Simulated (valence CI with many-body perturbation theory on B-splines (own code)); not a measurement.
**E1 line list for Gd¹³⁺**

Computed by configuration interaction combined with many-body perturbation theory (CI+MBPT): five valence electrons over a frozen Dirac-Fock core [Kr] 4d10, radial functions for each j: 7 s, 7 p, 7 d, 7 f, 4 g, 2 h, with the one-electron correlation potential Σ1, the two-electron term Σ2, the three-electron term Σ3, Breit, model QED; selected CI, second order for the rest, scaled by the run's own slope (own B-spline code, finite nucleus).

No measured spectrum was set against this ion. As an estimate, terms of the open shell hold to a few per cent of their energy, and close levels can change places; configurations with another count of f electrons can be misplaced by thousands of cm⁻¹. Among the levels kept, up to 1200 cm⁻¹ of a level comes from second order outside the variational space, and about a tenth of that is noise between levels of different J, which matters for small intervals. The lowest computed level is not the ground level that NIST lists (6H°5/2, for many ions itself from theory).

Lines 101 to 150 of 552 in falling wavelength, among levels below 131370 cm⁻¹, chosen from the strongest by gf and those to the six lowest levels. Wavelengths and rates use the calculated energies, so an error of 2000 cm⁻¹ moves a line at 232.8 nm by 4.7 % and its rate by three times that or more. Electric multipoles are in the length gauge, E1 and E2 with the static RPA response of the core. Weak lines are less certain than strong ones. Lines between different terms over intervals too small for the method are left out, as are lines whose strength nearly cancels. Where a level lies close to another of its J and parity, the split of strength between their lines is uncertain. The highest levels of a list are the least certain.

Names give the largest LS component (configuration and term), which can be under half, so a name can repeat, a term be missing and a line seem to break the LS rules; names also repeat where a configuration has a term twice. Letters in brackets count levels of one name in rising energy.

| λ vac (nm) | Upper | Lower | A (s⁻¹) | S (a.u.) with core polarisation | S without |
| --- | --- | --- | --- | --- | --- |
| 232.8 | 4f⁴5s ²H_9/2 [c] | 4f³5s² ²G°_9/2 [b] | 9.47e+02 | 5.90e-05 | 6.68e-05 |
| 232.3 | 4f⁴5s ²D_3/2 [b] | 4f³5s² ²D°_3/2 [b] | 3.23e+03 | 7.99e-05 | 9.23e-05 |
| 231.3 | 4f⁴5s ⁴H_9/2 [a] | 4f³5s² ²G°_7/2 [a] | 5.29e+02 | 3.23e-05 | 3.80e-05 |
| 230.7 | 4f⁴5s ⁴H_11/2 [b] | 4f³5s² ²H°_9/2 [b] | 6.98e+02 | 5.07e-05 | 5.89e-05 |
| 230.5 | 4f⁴5s ²L_15/2 [b] | 4f³5s² ²L°_15/2 | 2.64e+03 | 2.55e-04 | 2.83e-04 |
| 229.4 | 4f⁴5s ²I_11/2 [c] | 4f³5s² ²H°_11/2 [b] | 1.81e+03 | 1.29e-04 | 1.48e-04 |
| 229.2 | 4f⁴5s ⁴G_7/2 [a] | 4f³5s² ⁴G°_7/2 | 2.92e+03 | 1.39e-04 | 1.56e-04 |
| 225.5 | 4f⁴5s ⁴F_9/2 [a] | 4f³5s² ⁴G°_9/2 | 4.96e+02 | 2.81e-05 | 3.14e-05 |
| 225.5 | 4f⁴5s ⁴F_7/2 [a] | 4f³5s² ⁴G°_9/2 | 2.41e+03 | 1.09e-04 | 1.21e-04 |
| 225.1 | 4f⁴5s ²K_13/2 [a] | 4f³5s² ²K°_15/2 | 3.54e+02 | 2.80e-05 | 3.24e-05 |
| 224.9 | 4f⁴5s ²M_19/2 | 4f³5s² ²L°_17/2 | 3.56e+03 | 4.00e-04 | 4.47e-04 |
| 224.6 | 4f⁴5s ⁴G_5/2 [a] | 4f³5s² ⁴G°_5/2 | 8.95e+03 | 3.00e-04 | 3.37e-04 |
| 223.8 | 4f⁴5s ⁶G_11/2 | 4f³5s² ⁴F°_9/2 | 6.66e+02 | 4.42e-05 | 5.30e-05 |
| 223.4 | 4f⁴5s ⁶G_9/2 | 4f³5s² ⁴F°_7/2 | 1.65e+03 | 9.06e-05 | 1.07e-04 |
| 221.4 | 4f⁴5s ⁴G_7/2 [e] | 4f³5s² ²G°_9/2 [b] | 8.16e+02 | 3.50e-05 | 3.77e-05 |
| 220.9 | 4f⁴5s ⁶G_7/2 | 4f³5s² ⁴F°_5/2 | 1.26e+03 | 5.34e-05 | 6.37e-05 |
| 220.5 | 4f⁴5s ⁴F_9/2 [d] | 4f³5s² ⁴G°_11/2 | 1.33e+03 | 7.05e-05 | 7.76e-05 |
| 220.4 | 4f⁴5s ⁴G_11/2 [a] | 4f³5s² ⁴G°_11/2 | 6.29e+03 | 3.99e-04 | 4.49e-04 |
| 220.2 | 4f⁴5s ⁴F_5/2 [a] | 4f³5s² ⁴G°_7/2 | 2.78e+03 | 8.79e-05 | 9.72e-05 |
| 219.7 | 4f⁴5s ⁴F_7/2 [c] | 4f³5s² ⁴D°_5/2 | 9.03e+02 | 3.78e-05 | 4.36e-05 |
| 219.4 | 4f⁴5s ⁴H_9/2 [b] | 4f³5s² ⁴D°_7/2 | 2.08e+03 | 1.08e-04 | 1.25e-04 |
| 218.3 | 4f⁴5s ²P_3/2 | 4f³5s² ⁴D°_3/2 | 1.31e+03 | 2.69e-05 | 3.06e-05 |
| 218.2 | 4f⁴5s ⁴G_11/2 [a] | 4f³5s² ²G°_9/2 [a] | 7.38e+02 | 4.54e-05 | 5.43e-05 |
| 217.9 | 4f⁴5s ⁴F_9/2 [e] | 4f³5s² ⁴D°_7/2 | 2.07e+03 | 1.06e-04 | 1.21e-04 |
| 216.4 | 4f⁴5s ⁴M_17/2 | 4f³5s² ²K°_15/2 | 1.26e+03 | 1.13e-04 | 1.32e-04 |
| 215.2 | 4f⁴5s ⁴F_3/2 [a] | 4f³5s² ⁴G°_5/2 | 6.67e+03 | 1.31e-04 | 1.44e-04 |
| 215.2 | 4f⁴5s ⁴F_7/2 [d] | 4f³5s² ⁴D°_5/2 | 1.78e+03 | 7.01e-05 | 8.10e-05 |
| 214.6 | 4f⁴5s ⁶G_3/2 | 4f³5s² ⁴F°_3/2 | 9.77e+02 | 1.91e-05 | 2.27e-05 |
| 214.2 | 4f⁴5s ²G_9/2 [a] | 4f³5s² ²I°_11/2 | 6.16e+02 | 2.99e-05 | 3.36e-05 |
| 213.9 | 4f⁴5s ⁴F_9/2 [b] | 4f³5s² ⁴G°_9/2 | 4.34e+03 | 2.10e-04 | 2.34e-04 |
| 213.3 | 4f⁴5s ⁴D_7/2 | 4f³5s² ⁴G°_9/2 | 1.07e+03 | 4.10e-05 | 4.64e-05 |
| 212.3 | 4f⁴5s ²F_7/2 [b] | 4f³5s² ²D°_5/2 [b] | 2.02e+03 | 7.65e-05 | 8.32e-05 |
| 212.1 | 4f⁴5s ²K_15/2 [a] | 4f³5s² ²K°_15/2 | 1.89e+03 | 1.42e-04 | 1.61e-04 |
| 212.1 | 4f⁴5s ²M_17/2 | 4f³5s² ²L°_15/2 | 2.77e+03 | 2.35e-04 | 2.61e-04 |
| 211.4 | 4f⁴5s ²H_9/2 [a] | 4f³5s² ²H°_9/2 [b] | 3.11e+03 | 1.45e-04 | 1.66e-04 |
| 210.9 | 4f⁴5s ²I_11/2 [c] | 4f³5s² ²H°_9/2 [b] | 2.23e+03 | 1.24e-04 | 1.42e-04 |
| 210.9 | 4f⁴5s ²I_13/2 [b] | 4f³5s² ²I°_13/2 | 1.27e+03 | 8.20e-05 | 9.18e-05 |
| 210.6 | 4f⁴5s ⁶G_5/2 | 4f³5s² ⁴F°_3/2 | 1.14e+03 | 3.16e-05 | 3.77e-05 |
| 210.6 | 4f⁴5s ⁴L_15/2 [b] | 4f³5s² ²K°_13/2 | 9.14e+02 | 6.74e-05 | 7.71e-05 |
| 209.3 | 4f⁴5s ⁴G_7/2 [a] | 4f³5s² ²G°_7/2 [a] | 4.05e+03 | 1.47e-04 | 1.65e-04 |
| 209.2 | 4f⁴5s ²I_11/2 [a] | 4f³5s² ²I°_11/2 | 3.02e+03 | 1.64e-04 | 1.84e-04 |
| 208.8 | 4f⁴5s ²G_9/2 [c] | 4f³5s² ²F°_7/2 [a] | 1.38e+03 | 6.21e-05 | 7.18e-05 |
| 208.4 | 4f⁴5s ⁶G_9/2 | 4f³5s² ²H°_9/2 [a] | 5.85e+02 | 2.61e-05 | 3.02e-05 |
| 208.1 | 4f⁴5s ⁴F_9/2 [b] | 4f³5s² ⁴G°_7/2 | 1.02e+03 | 4.53e-05 | 5.26e-05 |
| 206.5 | 4f⁴5s ⁴G_7/2 [a] | 4f³5s² ⁴G°_5/2 | 1.51e+03 | 5.26e-05 | 6.22e-05 |
| 204.9 | 4f⁴5s ²I_13/2 [a] | 4f³5s² ²I°_11/2 | 4.93e+02 | 2.93e-05 | 3.57e-05 |
| 204.0 | 4f⁴5s ²K_13/2 [a] | 4f³5s² ²K°_13/2 | 2.75e+03 | 1.62e-04 | 1.83e-04 |
| 202.2 | 4f⁴5s ⁴F_9/2 [c] | 4f³5s² ⁴G°_9/2 | 9.68e+02 | 3.95e-05 | 4.51e-05 |
| 201.7 | 4f⁴5s ⁴F_5/2 [a] | 4f³5s² ²G°_7/2 [a] | 1.75e+03 | 4.25e-05 | 4.63e-05 |
| 201.4 | 4f⁴5s ²G_9/2 [d] | 4f³5s² ²F°_7/2 [a] | 5.99e+03 | 2.41e-04 | 2.75e-04 |
